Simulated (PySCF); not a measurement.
Gas-phase reaction: GeF3 + F + 2 GeH3F → 3 GeH2F2

Computed with PySCF and rigid-rotor harmonic-oscillator thermochemistry at 1 bar. † marks an energy on the PBE0/def2-TZVP geometry and frequencies; other levels use their own. 6-31G* has spherical d functions here. Open shells (unrestricted): GeF3 (multiplicity 2), F (multiplicity 2); the rest are closed-shell singlets. Spin-orbit splitting is ignored; it lowers the true energy and changes the entropy of F. B3LYP is the form with VWN-RPA correlation. Ge: all electrons, no relativistic terms. GeF3, GeH2F2: computed as isolated molecules; such fragments, hydroxides, amides, oligomers or adducts are transient or little studied in the gas.

HF/6-31G* gives ΔH°(298 K) = -396 kJ.

What do r2SCAN/def2-TZVP†, PBE0/def2-SVP†, B3LYP/def2-TZVP† give?

r2SCAN/def2-TZVP†: -543 kJ; PBE0/def2-SVP†: -539 kJ; B3LYP/def2-TZVP†: -535 kJ. For scale, ΔH°(298 K) is -396 kJ at this level, -551 kJ at ωB97M-V/def2-TZVP†, and runs from -635 to -396 kJ over the 20 levels computed († marks an energy on the PBE0/def2-TZVP geometry).
